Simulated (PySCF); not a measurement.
Start geometry of `[F][Zr]([F])([F])[I]` (ZrIF3) from GFN2-xTB (Å):
```
atom  x, y, z in Å
Zr1    0.0604   -0.0746   -0.2408
I2    -0.0097   -0.0328    2.4846
F3     1.7102    0.0032   -0.7770
F4    -0.7928    1.5457   -0.7422
F5    -0.8932   -1.5519   -0.7867
```

Problem. What comes out of this run: PySCF, PBE0-D3(BJ)/def2-SVP geometry optimisation, gas phase, def2 core potentials past Kr?

Solution. 
```
atom  x, y, z in Å
Zr1    0.0400   -0.0194   -0.1670
I2    -0.3848   -0.0730    2.5114
F3     1.8924   -0.0544   -0.5246
F4    -0.6976    1.5523   -0.9052
F5    -0.7750   -1.5160   -0.9766
```

The energy falls by 12.4 kcal/mol over 15 energy and gradient evaluations, the largest force component goes from 0.1185 to 1.7e-04 Eh/bohr, and the atoms move by 0.080 Å rms after alignment. The bond that changes most is Zr1–F3 (ends: zirconium bonded to 3 F and I; fluorine bonded to Zr), which lengthens by 0.150 Å. Bonds longer at the end by more than 0.005 Å: 2 of 4; shorter: 2. Among the angles that change most is F3–Zr1–F5, from 115.9° to 109.2°. Rotational constants go from 2903, 747.3, 735.9 to 2818, 720.7, 720.4 MHz. The orientation of the end geometry is arbitrary; only internal coordinates are fixed.

The run used 99 basis functions and 104 SCF cycles in all.

Whether it is a minimum is left open (no frequencies).
